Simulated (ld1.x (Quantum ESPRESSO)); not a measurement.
**Before and after: PAW potential for Ni (Z = 28)**

Ni (Z = 28), PAW, made with ld1.x (Quantum ESPRESSO) 7.5 (PBE, scalar-relativistic). Core [Ne], reference 3s2 3p6 3d8 4s1.75 4p0.25. Waves: 3s (bound): rcut 1.00, rcutus 1.05 bohr; 4s (bound): rcut 1.00, rcutus 1.05 bohr; 3p (bound): rcut 1.10, rcutus 1.15 bohr; 4p (bound): rcut 1.10, rcutus 1.15 bohr; 3d (bound): rcut 1.45, rcutus 1.55 bohr; 3d channel at 0.35 Ry: rcut 1.45, rcutus 1.55 bohr; 4f channel at 0.05 Ry: rc 1.70 bohr. Local part: the f channel. Core correction: a·sin(br)/r model core, default radius (core density twice the valence density). Augmentation charge: PSQ, inside the norm-conserving radii.

All-electron outer shells of the reference configuration (PBE, scalar-relativistic, ld1.x):

| shell | level (eV) | outermost node (bohr) | outermost maximum (bohr) |
| --- | --- | --- | --- |
| 2s | -982.35 | 0.07 | 0.21 |
| 2p | -845.20 | – | 0.16 |
| 3s | -111.60 | 0.30 | 0.64 |
| 3p | -71.93 | 0.27 | 0.65 |
| 3d | -9.40 | – | 0.63 |
| 4s | -5.99 | 0.92 | 2.21 |
| 4p | -1.49 | 1.00 | 3.14 |

Change: waves 3s (bound): rcut 0.84, rcutus 0.88 bohr; 4s (bound): rcut 0.84, rcutus 0.88 bohr.

Cutoffs: the cutoffs (Ry, on a coarse ladder) from which the occupation-weighted sum of valence levels, in a spherical-Bessel basis at the reference potential, stays within 10 and 1 mRy of its value at 400 Ry; they do not see the model core or the augmentation charge, which bear on the density cutoff. Errors are all-electron minus pseudo energies relative to the spin-unpolarised reference configuration.

Problem. How do hardness, ghosts and transferability respond?

Solution. The potential gets harder (70 Ry and 120 Ry → 80 Ry and 160 Ry); of the 7 tests that both files solve, the error grows in 0 and shrinks in 1 by more than 15 % and 0.3 meV (median size 0.5 → 0.4 meV); neither file shows a bound ghost. A smaller radius makes the pseudo-wave follow the all-electron one further in, where it bends more sharply, so more plane waves are needed.

```tsv
quantity	base	changed
cutoff, loose	70 Ry	80 Ry
cutoff, tight	120 Ry	160 Ry
loose cutoff by channel (10 mRy a level)	s 45 Ry, p 55 Ry, d 35 Ry	s 50 Ry, p 55 Ry, d 35 Ry
bound ghosts	none	none
error for 3s2 3p6 3d8 4s2 4p0, meV [ΔE -1.11 eV]	+0.1	+0.2
error for 3s2 3p6 3d8 4s1 4p0, meV [ΔE 8.21 eV]	-0.5	-0.4
error for 3s2 3p6 3d8 4s0 4p0, meV [ΔE 25.56 eV]	-2.4	-1.7
error for 3s2 3p6 3d9 4s1 4p0, meV [ΔE -2.71 eV]	+83	+93
error for 3s2 3p6 3d8 4s1.5 4p0, meV [ΔE 2.60 eV]	-0.2	-0.2
error for 3s2 3p6 3d8 4s0 4p2, meV [ΔE 8.39 eV]	-1.0	-0.8
error for 3s2 3p6 3d8 4s1 4p1, meV [ΔE 3.48 eV]	-0.4	-0.4
s: phases at 1.84 bohr within 0.05 rad from the reference energy up to (Ry; the scan ends near 5)	to the end of the scan	to the end of the scan
p: phases at 1.84 bohr within 0.05 rad from the reference energy up to (Ry; the scan ends near 5)	to the end of the scan	to the end of the scan
d: phases at 1.84 bohr within 0.05 rad from the reference energy up to (Ry; the scan ends near 5)	to the end of the scan	to the end of the scan
f: phases at 1.84 bohr within 0.05 rad from the reference energy up to (Ry; the scan ends near 5)	to the end of the scan	to the end of the scan
lowest overlap eigenvalue by channel	s 0.40, p 0.22, d 0.99	s 0.52, p 0.22, d 0.99
```
